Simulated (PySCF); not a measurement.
Electron correlation in Zr (zirconium, neutral)

[Kr] 4d2 5s1 5p1, one real determinant (an excited configuration). Computed with PySCF 2.14 in aug-cc-pVTZ-DK (9s8p6d3f2g, 102 functions), with the spin-free X2C one-electron Hamiltonian (Gaussian nucleus). Frozen: [Kr]; 4 electrons correlated.

```
  level  correlation energy (mhartree)
   CCSD                         -24.99
    (T)                          -1.08
CCSD(T)                         -26.07
```

Diagnostics: T1 = 0.022, D1 = 0.0550, largest double amplitude 0.117.

The real determinant used has ⟨L²⟩ near 14 against 20 for a pure G term, so it mixes terms.

Cost of the coupled-cluster step: roughly 25 core-seconds, for 4 correlated electrons.

The reference is one real determinant that mixes LS terms of this configuration.
